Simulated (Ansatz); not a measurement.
Consider the ligand exchange at the Si–C bond: `[SiH3]C=S` + `[OH][GeH2][SH]` → `[SiH3][O][GeH2][SH]` + `C=S`.

Computed with Ansatz on PBE0-D4/def2-TZVP structures; ΔE is electronic, products minus reactants. CCSD(T)/CBS adds triple-zeta CCSD(T) − MP2 to the extrapolated MP2 energy (def2 sets, frozen cores). This one scheme is used for every species. For Ge outer-core shells are correlated without core-valence functions, which leaves a few kJ/mol of doubt a bond. Scalar relativity is left out up to krypton. One conformer a species, not always the lowest.

`[SiH3]C=S`:

Z-matrix (Å, degrees):
```
Si
C 1 1.881
H 1 1.488 2 108.6
H 1 1.480 2 109.6 3 121.3
H 1 1.488 2 108.6 3 -117.3
S 2 1.611 1 123.9 3 -121.3
H 2 1.095 1 117.6 3 58.7
```

`[OH][GeH2][SH]`:

Cartesian coordinates in Å:
```
O -0.750 0.280 -1.376
Ge 0.541 0.167 -0.161
S -0.176 -0.886 1.656
H -1.167 -0.569 -1.542
H 1.715 -0.685 -0.668
H 0.905 1.627 0.119
H -1.069 0.067 1.971
```

`[SiH3][O][GeH2][SH]`:

Z-matrix (Å, degrees):
```
Si
O 1 1.640
H 1 1.487 2 111.2
H 1 1.489 2 111.3 3 121.1
H 1 1.484 2 107.3 3 -119.3
Ge 2 1.771 1 132.8 3 -73.3
S 6 2.215 2 110.2 1 28.5
H 6 1.531 2 105.4 1 149.2
H 6 1.533 2 108.8 1 -87.5
H 7 1.343 6 94.1 2 72.5
```

`C=S`:

Z-matrix (Å, degrees):
```
C
S 1 1.599
H 1 1.090 2 122.2
H 1 1.090 2 122.2 3 -180.0
```

| species | HF/def2-QZVPP energy (Eh) |
| --- | --- |
| `[SiH3]C=S` | -726.68187 |
| `[OH][GeH2][SH]` | -2550.24568 |
| `[SiH3][O][GeH2][SH]` | -2840.40849 |
| `C=S` | -436.56599 |

(1) Work out ΔE.

Largest T1 diagnostic among the species: 0.016.

## Answers

(1) ΔE = (-2840.40849) + (-436.56599) − (-726.68187) − (-2550.24568) = -0.04693 Eh = -29.4 kcal/mol. CCSD(T)/CBS gives -24.8 kcal/mol.

From PBE to PBE0 (25 % exact exchange), in def2-TZVPP and without D4, ΔE moves by −1.9 kcal/mol. The D4 term adds −0.8 kcal/mol with B3LYP and −0.5 kcal/mol with PBE0; it sums over pairs of atoms, weighted by their polarisabilities, and B3LYP, whose exchange is more repulsive, gets the larger term. In def2-TZVPP, CCSD(T) changes the Hartree–Fock value by +4.0 kcal/mol (the triples alone add +0.6 kcal/mol) and MP2 by +3.8 kcal/mol.

B3LYP here is the variant with VWN-RPA as its local correlation; programs differ in this.
